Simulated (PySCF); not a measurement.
C3H5AlCl2.
Atom-mapped SMILES: `[CH3:1]/[C:2]([Cl:3])=[CH:4]/[AlH:5][Cl:6]` (hydrogens: H7, H8, H9 on C1; H10 on C4; H11 on Al5)

Computed, not measured: PBE0-D3(BJ)/def2-SVP geometry optimisation, gas phase in PySCF 2.14.0.

Q: Give the optimised bond lengths and angles.

A: 
| bond | length (Å) |
| --- | --- |
| C1–C2 | 1.501 |
| C2–Cl3 | 1.752 |
| C2=C4 | 1.343 |
| C4–Al5 | 1.932 |
| Al5–Cl6 | 2.115 |
| C1–H7, C1–H8, C1–H9 | 1.099 |
| C4–H10 | 1.099 |
| Al5–H11 | 1.574 |

Bonds in one row agree within 0.01 Å and their mean is given. A selection of angles:
| angle | degrees |
| --- | --- |
| C2–C1–H7 | 112.0 |
| C2–C1–H8 | 110.0 |
| H7–C1–H8 | 108.6 |
| H8–C1–H9 | 107.5 |
| C1–C2–Cl3 | 113.8 |
| C1–C2–C4 | 126.1 |
| Cl3–C2–C4 | 120.1 |
| C2–C4–Al5 | 127.2 |
| C2–C4–H10 | 113.9 |
| Al5–C4–H10 | 118.9 |
| C4–Al5–Cl6 | 114.7 |
| C4–Al5–H11 | 128.6 |
| Cl6–Al5–H11 | 116.7 |

Torsions: C1–C2–C4–Al5 -179° (antiperiplanar); C2–C4–Al5–Cl6 176° (antiperiplanar). The mirror-image conformer, all signs reversed, is as good.

The 2 C–C bonds span 1.343 Å (C2=C4, drawn double) to 1.501 Å (C1–C2, drawn single), a spread of 0.158 Å. Al5 (aluminium bonded to C, Cl and H) is planar (angles 128.6°, 116.7° and 114.7°, sum 360.0°, 0.01 Å off the plane of its three neighbours).

Point group: near Cs, missed by 0.15 Å at most; the miss may be what the optimiser left on a soft mode. PBE0-D3(BJ)/def2-SVP frequencies: not computed here. The numbers are those of one conformer.

Time: 69 s; peak memory 0.49 GiB. Hardware: one thread of an Arm Neoverse V1, shared host with 64 logical CPUs at a one-minute load of 34. This is the geometry optimisation.
